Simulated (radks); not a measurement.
Question: These are the eigenvalues of the occupied orbitals of an atom or ion with whole-number occupations (hartree). All-electron calculation, Dirac Kohn-Sham, PBE, spin-unpolarised, spherical densities, point nucleus. Program: a radial shooting solver on a logarithmic mesh with Libxc functionals.

1s1/2: -754.7947
2s1/2: -129.1989
2p1/2: -121.1013
2p3/2: -117.1588
3s1/2: -40.33930
3p1/2: -37.33204
3p3/2: -36.55109
3d3/2: -31.56043
3d5/2: -31.39694

Which element is it, and in what charge state? The configuration may be excited. Open shells, if any, are shared by 2j + 1.

Answer: Z = 42, molybdenum, charge +20: Mo20+ in [Ar] 3d4. The list shows which subshells hold electrons but not how many an open one holds; the 1s level, -754.79 hartree, gives Z - s = 38.9 by -(Z - s)^2/2, which with screening and relativity narrows Z to a few neighbours, and the depths of the outer levels then fix element, charge and occupations together.
